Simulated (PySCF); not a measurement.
## How the method changes the constants of CaGa

State: ²Π (doublet), unpaired electrons π ↑. Set-up: Ca pcseg-1, Ga pcseg-1; no relativity (PySCF 2.14). De refers to Ca + Ga in their high-spin ground configurations, without counterpoise correction. The functionals are run spin-unrestricted. A positive dipole means Ca(−)Ga(+). Levels whose curve was spin-contaminated or gave no clean fit are not listed.

```csv
Level,Re (Å),ωe (cm⁻¹),De (eV),μ (D)
ROHF-MP2,3.263,118,0.351,n/a
ROHF-SCS-MP2,3.314,106,0.272,n/a
ROHF-CCSD,3.292,116,0.304,n/a
ROHF-CCSD(T),3.244,128,0.386,n/a
LDA,3.011,167,1.04,-2.57
PBE,3.093,154,0.82,-2.46
```

The bond length runs from 3.011 Å (LDA) to 3.314 Å (ROHF-SCS-MP2). De spans 0.27 eV (ROHF-SCS-MP2, perturbation theory) to 1.04 eV (LDA, local density).

Correlated steps freeze 14 core orbitals. The bond is weak. Basis-set superposition, not corrected here, can be much of De in a small basis, most of all at correlated wavefunction levels. Functionals without a dispersion term scatter widely for such bonds, and LDA overbinds them. Spin–orbit coupling is left out. The state is the lowest determinant that a PBE0 search found; another state may lie lower at other levels.
